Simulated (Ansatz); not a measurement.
Isomers of C2H6OSn, relaxed with PBE0-D4/def2-TZVP in Ansatz; electronic energies, one conformer each and not always the lowest. Functionals use def2-TZVPP; CBS adds triple-zeta CCSD(T) − MP2 to the MP2 limit of def2-TZVPP and def2-QZVPP.

Elements past krypton have def2 core potentials. Outer-core shells of Sn are correlated without core-valence functions. Spin–orbit coupling is left out.

Problem. Order them by energy at frozen-core CCSD(T)/CBS, lowest first. (An estimate is asked.)
A. `C=C[O][SnH3]`
B. `C1[CH2][SnH2][O]1`
C. `C[O][Sn][CH3]`
D. `[CH3][SnH2][CH]=O`
E. `[CH3][SnH]1[CH2][O]1`

Solution. C (0.0 kcal/mol), B (26.4 kcal/mol), A (29.0 kcal/mol), D (33.1 kcal/mol), E (37.4 kcal/mol).

Problem. How do PBE0-D4, B2PLYP, HF/CBS(def2), PBE-D4 place them (kcal/mol, against `C[O][Sn][CH3]`)? (An estimate is asked.)

Solution. The calculation gave: 
```
                isomer  PBE0-D4  B2PLYP  HF/CBS(def2)  PBE-D4
`[CH3][SnH]1[CH2][O]1`     37.7    39.4          49.6    35.1
   `[CH3][SnH2][CH]=O`     32.9    34.2          29.8    33.5
        `C=C[O][SnH3]`     29.1    30.4          23.3    30.9
   `C1[CH2][SnH2][O]1`     26.5    30.8          28.9    29.3
```
